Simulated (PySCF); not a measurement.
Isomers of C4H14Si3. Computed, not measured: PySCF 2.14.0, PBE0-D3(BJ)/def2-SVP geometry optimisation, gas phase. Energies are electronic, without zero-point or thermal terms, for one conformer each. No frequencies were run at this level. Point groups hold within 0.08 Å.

**Question.** Rank from lowest to highest electronic energy at this level (kJ/mol).
A. `[SiH3:1][SiH:2]([SiH3:3])[CH:4]1[CH2:5][CH2:6][CH2:7]1` with Si1–Si2–C4–C5 173°, Si2–C4–C5–C6 -141°, C4–C5–C6–C7 18°, C5–C6–C7–C4 -18°, Si2–C4–C7–C6 141°
B. `[SiH3]C([SiH3])([SiH3])C1CC1`
C. `C=C(C)C([SiH3])([SiH3])[SiH3]`

**Answer.** A (0.0), C (10.1), B (27.4).

As drawn, the lowest has a four-membered ring and an Si–Si bond, which the highest lacks; the highest has a three-membered ring, which the lowest lacks. Neighbours about 10 kJ/mol apart or less ([SiH3][SiH]([SiH3])C1CCC1 and C=C(C)C([SiH3])([SiH3])[SiH3]) can change places with a better method, another conformer or zero-point energy.

| SMILES | E (Eh) | E rel (kJ/mol) | dipole (D) | point group | A, B, C (MHz) |
| --- | --- | --- | --- | --- | --- |
| [SiH3][SiH]([SiH3])C1CCC1 | -1028.36436 | 0.0 | 1.26 | Cs | 1654, 923.4, 630.6 |
| C=C(C)C([SiH3])([SiH3])[SiH3] | -1028.36051 | 10.1 | 0.91 | – | 1370, 1270, 1137 |
| [SiH3]C([SiH3])([SiH3])C1CC1 | -1028.35391 | 27.4 | 0.98 | near Cs | 1487, 1178, 1111 |

**Question.** How do the relative energies change in single points at PBE0/pcSseg-1 (no added dispersion term) on the same geometries?

**Answer.** 
| SMILES | PBE0-D3(BJ)/def2-SVP (kJ/mol) | PBE0/pcSseg-1 (kJ/mol) | shift |
| --- | --- | --- | --- |
| [SiH3][SiH]([SiH3])C1CCC1 | 0.0 | 0.0 | 0.0 |
| C=C(C)C([SiH3])([SiH3])[SiH3] | 10.1 | 17.2 | +7.1 |
| [SiH3]C([SiH3])([SiH3])C1CC1 | 27.4 | 38.6 | +11.2 |

Each column counts from its own lowest isomer. The order is unchanged; the largest shift is 11.2 kJ/mol.

**Question.** As an exercise, what shares would exp(−E/RT) give at 2000 K from these electronic energies alone (no entropy, no degeneracies)?

**Answer.** RT = 16.629 kJ/mol: [SiH3][SiH]([SiH3])C1CCC1 57.6 %, C=C(C)C([SiH3])([SiH3])[SiH3] 31.4 %, [SiH3]C([SiH3])([SiH3])C1CC1 11.1 %.
